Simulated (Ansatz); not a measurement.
Program: Ansatz. Geometries: PBE0-D4/def2-TZVP. ΔE: electronic, gas phase. CBS: MP2 limit from def2 TZ/QZ plus the TZ coupled-cluster correction, frozen cores. This one scheme is used for every species. DFT in def2-TZVPP. Each species was taken in one conformer, which may not be the lowest.

Consider the redistribution: `CO[SiH](F)O[SiH3]` + `C=[CH][AlH][NH2]` → `C=C[SiH](F)O[SiH3]` + `C[O][AlH][NH2]`.

Problem. Is it downhill or uphill in electronic energy at CCSD(T)/CBS, and by how much? (An estimate is asked.)

Solution. Computed: Downhill: ΔE = -14.9 kJ/mol.

Problem. What do these levels give: PBE-D4, r2SCAN-D4, ωB97M-V, PBE, r2SCAN, PBE0, HF/def2-TZVPP, HF/def2-QZVPP, MP2/def2-QZVPP, HF/CBS(def2), MP2/CBS(def2), CCSD/CBS(def2)? (An estimate is asked.)

Solution. Computed: PBE-D4 -18.5, r2SCAN-D4 -16.6, ωB97M-V -15.3, PBE -18.8, r2SCAN -16.6, PBE0 -17.1, HF/def2-TZVPP -11.4, HF/def2-QZVPP -11.2, MP2/def2-QZVPP -16.6, HF/CBS(def2) -11.2, MP2/CBS(def2) -16.9, CCSD/CBS(def2) -15.1 kJ/mol.

Largest T1 diagnostic among the species: 0.012.

In def2-TZVPP, CCSD(T) changes the Hartree–Fock value by −3.1 kJ/mol (the triples alone add +0.1 kJ/mol) and MP2 by −5.1 kJ/mol.
